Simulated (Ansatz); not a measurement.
`CB(C)Cl` + H₂S → `CB(C)S` + HCl at 500 K and 1 bar (ligand exchange at a B–Cl bond).

Computed with Ansatz on PBE0-D4/def2-TZVP structures; ΔE is electronic, products minus reactants. CCSD(T)/CBS is the MP2 limit (def2-TZVPP, def2-QZVPP) plus CCSD(T) − MP2 in def2-TZVPP, frozen cores. This one scheme is used for every species. One conformer a species, not always the lowest.

```csv
species,CCSD(T)/CBS energy (Eh),H − E (kJ/mol),S (J/(mol·K))
`CB(C)Cl`,-564.35192,245.2,374.9
H₂S,-398.97279,57.0,224.0
`CB(C)S`,-502.93918,272.3,388.9
HCl,-460.38127,32.5,201.9
```

H − E and S are ideal-gas, rigid-rotor, harmonic terms from PBE0-D4/def2-TZVP, for one conformer and one mirror image of each species. 1 Eh = 2625.50 kJ/mol, R = 8.31446 J/(mol·K).

By hand: ΔE, ΔH, ΔS and ΔG.

ΔE = (-502.93918) + (-460.38127) − (-564.35192) − (-398.97279) = 0.00426 Eh = 11.2 kJ/mol. Δ(H − E) = 272.3 + 32.5 − 245.2 − 57.0 = 2.6, so ΔH = 13.8 kJ/mol. ΔS = 388.9 + 201.9 − 374.9 − 224.0 = -8.1 J/(mol·K). ΔG = 13.8 − 500 × (-8.1)/1000 = 17.9 kJ/mol.

By hand: the equilibrium constant, and the temperature at which ΔG would vanish if ΔH and ΔS stayed fixed.

log₁₀ K = −ΔG/(RT ln 10) = -1.9. ΔH and −TΔS have one sign here, so there is no such temperature.

The number of gas molecules stays the same, so ΔS is small and ΔH decides. A doubt of 5 kJ/mol in ΔE shifts log₁₀ K by 0.5 here. Other conformers and mirror images would add mixing entropy, several J/(mol·K) or more a flexible species. Modes under 60 cm⁻¹, often nearly free rotors, make the harmonic entropy too high. These are equilibria of isolated gas molecules and say nothing of rates. Largest T1 diagnostic: 0.012 (customary marks: 0.02 for closed shells, 0.045 for open ones).

ΔS is within the doubt of such terms, so its sign, and with it that verdict, could turn.
